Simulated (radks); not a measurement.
Problem. Successive ionisation energies (eV) of one element, from differences of total energies of ions in their ground configurations, starting at charge 0: 7.163, 14.922, 25.553, 37.519, 50.535, 102.47, 119.67, 137.09, 160.64. Calculated with a radial shooting solver on a logarithmic mesh with Libxc functionals: scalar-relativistic Kohn-Sham, PBE, spin-polarised, spherical densities, finite nucleus; open shells are filled with parallel spins first (spin-orbit coupling, left out, can overturn this in heavy ions); Fermi nuclear charge, rms radius 4.324 fm. Which element is it?

Solution. Niobium (Z = 41). The first species listed is Nb in [Kr] 4d4 5s1, the last Nb8+ in [Ar] 3d10 4s2 4p3.
